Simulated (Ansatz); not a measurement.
**InNH2Cl (SMILES [NH2][In][Cl]): the energy, rung by rung**

InNH2Cl: 5 atoms, total charge 0, spin state doublet. SMILES: `[NH2][In][Cl]`. The shape was relaxed beforehand at PBE0/def2-SVP. This is one conformer, not always the lowest.

```
atom    x (Å)    y (Å)    z (Å)
   N  -0.1268   0.8191  -0.4938
  In  -0.4359  -1.2236  -0.1108
  Cl   1.4222  -2.2508   0.9988
   H  -0.9818   1.2886  -0.7990
   H   0.1722   1.2930   0.3634
```

Each level gives the dissociation energy of the Cl3–In2 bond into doublet Cl and singlet InNH2 (shapes relaxed at PBE0/def2-SVP, no zero-point term) (eV). The values are calculated.

```json
{"level": "UHF/def2-TZVP (core potential)", "kind": "Hartree–Fock", "program": "Ansatz", "value (eV)": "1.86", "CPU time (all runs)": "9 s"}
{"level": "UBLYP/def2-TZVP (core potential)", "kind": "GGA", "program": "Ansatz", "value (eV)": "2.16", "CPU time (all runs)": "10 s"}
{"level": "UPBE/def2-TZVP (core potential)", "kind": "GGA", "program": "Ansatz", "value (eV)": "2.46", "CPU time (all runs)": "8.5 s"}
{"level": "U-r2SCAN/def2-TZVP (core potential)", "kind": "meta-GGA", "program": "Ansatz", "value (eV)": "2.57", "CPU time (all runs)": "16 s"}
{"level": "UB3LYP/def2-TZVP (core potential)", "kind": "global hybrid", "program": "Ansatz", "value (eV)": "2.18", "CPU time (all runs)": "11 s"}
{"level": "U-wB97M-V/def2-TZVP (core potential)", "kind": "range-separated hybrid", "program": "Ansatz", "value (eV)": "2.38", "CPU time (all runs)": "30 s"}
{"level": "UB2PLYP/def2-TZVP (core potential)", "kind": "double hybrid", "program": "Ansatz", "value (eV)": "2.21", "CPU time (all runs)": "22 s"}
{"level": "UMP2/def2-TZVP (core potential)", "kind": "perturbation theory", "program": "Ansatz", "value (eV)": "2.29", "CPU time (all runs)": "11 s"}
```

Spin-orbit coupling is left out. The values span 1.86 to 2.57 eV. Hartree–Fock misses the correlation of the electron pair that is broken and comes out low. A fragment with an even electron count was run as a singlet and may have a lower triplet. Measured bond enthalpies also hold zero-point and thermal terms, a few tenths of an eV less. In the correlated wave-function rows the outer d shell of In is correlated, in sets not made for it. In so small a basis fixed costs decide the times, and correlated methods can beat functionals. Times are those of the runs behind each value, whatever else they computed, on shared processors of several kinds: orders of magnitude only.
